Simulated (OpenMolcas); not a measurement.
Rh⁺.

```
Program             : OpenMolcas 26.06
Basis               : ANO-R2 [7s5p4d2f1g]
Scalar Hamiltonian  : X2C, finite nucleus
Active space        : 8 electrons in 6 orbitals (4d 5s)
State averaging     : 2S+1 = 3 even, 55 roots; 2S+1 = 5 even, 10 roots kept (CI in the orbitals of an earlier block); 2S+1 = 1 even, 43 roots kept (CI in the orbitals of an earlier block)
Spin-orbit coupling : state interaction with AMFI integrals over the reference wave functions, term energies averaged over their components
```

Two sets of levels on these reference wave functions, in cm⁻¹ above 4d⁸ ³F₄: one from CASSCF and one from MS-CASPT2, IPEA 0.25 Eh, imaginary shift 0.1 Eh (closed shells correlated: 4s 4p).

```
               Level  Set 1  Set 2
             4d⁸ ³F₄    0.0    0.0
             4d⁸ ³F₃   2490   2530
             4d⁸ ³F₂   3880   3640
          4d⁷ 5s ⁵F₅   6700  14270
          4d⁷ 5s ⁵F₄   8290  15840
          4d⁷ 5s ⁵F₃   9500  17050
          4d⁷ 5s ⁵F₂  10340  17890
      4d⁸ ³P₂ [54 %]  10870   7440
          4d⁷ 5s ⁵F₁  10880  18410
             4d⁸ ³P₁  13580   9700
             4d⁸ ³P₀  13960   9960
      4d⁸ ¹D₂ [53 %]  14230  11020
4d⁷ 5s ³F₄(1) [70 %]  17440  22680
      4d⁸ ¹G₄ [72 %]  18620  14300
       4d⁷ 5s ³F₃(1)  19850  24770
          4d⁷ 5s ⁵P₃  21270  25730
```

**Question.** Which set is which?

**Answer.** Set 2 is MS-CASPT2. Its levels of the other terms of 4d⁸ lie at 0.68 to 0.77 of the other set's values, as expected, since terms of lower spin or lower L gain more correlation energy than the Hund ground term. Against 12 measured levels (NIST Handbook of Basic Atomic Spectroscopic Data) the mean absolute deviation is 1800 cm-1 with it and 6400 cm-1 without; single levels miss by up to 2800 cm-1 with it.

CASPT2 does not keep the components of a term degenerate, so their means are used; among the terms shown or strongly mixed into the levels shown the widest spread is 1100 cm-1 (4d⁷ 5s ⁵F, MS-CASPT2). Terms from blocks run as CI alone lack orbitals of their own. A single d shell beside an s shell can misplace configurations of different d count against each other. Without dynamic correlation excited terms often stand tens of per cent too high (terms of higher spin than the ground term too low), and those without a measured partner can miss by more than the paired ones (holds for CASSCF). Some levels mix across a computed gap that differs much from the measured one, so their mixing is not that of the real levels (holds for CASSCF). Measured partners are found by configuration, term and J. A level has none where our copy of the source lacks it or the pairing is in doubt (some pairs that miss far off the trend of their configuration count as doubtful), and it then counts in no deviation. Only configurations of the active space appear. Levels that lie high or do not pair safely by name in every column are left out.

A share in square brackets marks a mixed level and gives the weight of the term that names it, the lowest over the columns. A number in round brackets counts repeated terms of one configuration in the order of the reference energies.
